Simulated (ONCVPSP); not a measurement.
**Au (Z = 79): one change to an ONCV potential, before and after**

```json
{
  "Element": "Au (Z = 79)",
  "Generator": "ONCVPSP 4.0.1",
  "Type": "optimised norm-conserving Vanderbilt (ONCV)",
  "Functional": "PBE",
  "Relativity": "scalar-relativistic",
  "Frozen core": "[Xe] 4f14",
  "Valence charge": "11",
  "Reference configuration": "5d10 (charge +1)",
  "Partial waves": "s scattering state at 0.1 Ha: rc 2.55 bohr, ncon 4, nbas 8, qcut 2.3 1/bohr, 2 projectors, debl 1.8 Ha; p scattering state at 0.08 Ha: rc 2.05 bohr, ncon 4, nbas 7, qcut 3.7 1/bohr, 2 projectors, debl 2.7 Ha; 5d: rc 2.05 bohr, ncon 4, nbas 9, qcut 6.3 1/bohr, local; f scattering state at 0.11 Ha: rc 2.35 bohr, ncon 4, nbas 7, qcut 5 1/bohr, 1 projector",
  "Local potential": "the d channel",
  "Core correction": "Teter function, fcfact 5.75, rcfact 1.35"
}
```

In the s channel the program set the typed energies aside and used 0.050, 1.850 Ha. In the p channel the program set the typed energies aside and used 0.050, 2.750 Ha.

All-electron outer shells of the reference configuration (PBE, scalar-relativistic, ld1.x):

| shell | level (eV) | outermost node (bohr) | outermost maximum (bohr) |
| --- | --- | --- | --- |
| 5d | -15.33 | 0.56 | 1.21 |

Change: reference 5d9 6s2; wave s scattering state at 0.1 Ha: rc 2.55 bohr, ncon 4, nbas 8, qcut 2.3 1/bohr, 2 projectors, debl 1.8 Ha becomes 6s: rc 2.55 bohr, ncon 4, nbas 8, qcut 2.3 1/bohr, 2 projectors, debl 1.8 Ha.

Cutoffs: the cutoffs (Ha) at which the residual kinetic energy of the hardest occupied pseudo-wave falls to 1 and 0.1 mHa per electron; they do not see the model core or the augmentation charge, which bear on the density cutoff. Errors are all-electron minus pseudo energies relative to the spin-unpolarised reference configuration.

Task: What does the change do?

Result: The potential gets harder (16 Ha and 19 Ha → 16 Ha and 26 Ha); the bound ghosts move from p to f, p; the lowest positive-energy flag moves from s at 14.5 eV to s at 7.7 eV.

```csv
quantity,base,changed
"cutoff, loose",16 Ha,16 Ha
"cutoff, tight",19 Ha,26 Ha
bound ghosts,p,"p, f"
GHOST(+) flags under 300 eV,"s at 14.5 eV, p at 52.4 eV","s at 7.7 eV, p at 68.6 eV"
"largest error over its own tests, meV",-225,-32
s: phases at 2.59 bohr within 0.05 rad from the reference energy up to (Ha; the scan ends near 5),0.5,0.3
p: phases at 2.09 bohr within 0.05 rad from the reference energy up to (Ha; the scan ends near 5),1.7,n/a
d: phases at 2.09 bohr within 0.05 rad from the reference energy up to (Ha; the scan ends near 5),1.0,1.3
f: phases at 2.38 bohr within 0.05 rad from the reference energy up to (Ha; the scan ends near 5),2.0,1.8
"rms error of d²Exc/dni dnj with the model core, mHa",0.60,0.56
```

 A true bound ghost makes a file unfit for plane-wave use even where its test errors are small: the radial tests pick states by their node count and pass the ghost by.
